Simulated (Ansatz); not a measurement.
Two isomers of CH8O4Si2: A = `C[SiH](O)[Si](O)(O)O`, B = `CO[SiH](O)O[SiH2]O`.

Isolated molecules relaxed with PBE0-D4/def2-TZVP in Ansatz; ΔE leaves out vibrations. CCSD(T)/CBS adds triple-zeta CCSD(T) − MP2 to the extrapolated MP2 energy (def2 sets, frozen cores). Functionals use def2-TZVPP. B3LYP here is the variant with VWN-RPA as its local correlation; programs differ in this. One conformer a species, not always the lowest.

Task: Which is lower in electronic energy at CCSD(T)/CBS, and by how much? (Best estimate.)

Result: Ansatz gave: B, by 11.5 kcal/mol.

Task: Give E(B) − E(A) in kcal/mol with HF/def2-TZVPP, PBE0-D4, PBE-D4, B2PLYP, B3LYP-D4, MP2/def2-TZVPP, CCSD/def2-TZVPP. (Best estimate.)

Result: Computed: HF/def2-TZVPP -21.4, PBE0-D4 -6.8, PBE-D4 -4.3, B2PLYP -13.0, B3LYP-D4 -12.0, MP2/def2-TZVPP -12.3, CCSD/def2-TZVPP -13.6. None reverses the order clearly.

Largest T1 diagnostic: 0.012.

From PBE to PBE0 (25 % exact exchange), in def2-TZVPP and without D4, E(B) − E(A) moves by −2.6 kcal/mol. In def2-TZVPP, CCSD(T) changes the Hartree–Fock value by +8.9 kcal/mol (the triples alone add +1.1 kcal/mol) and MP2 by +9.1 kcal/mol.
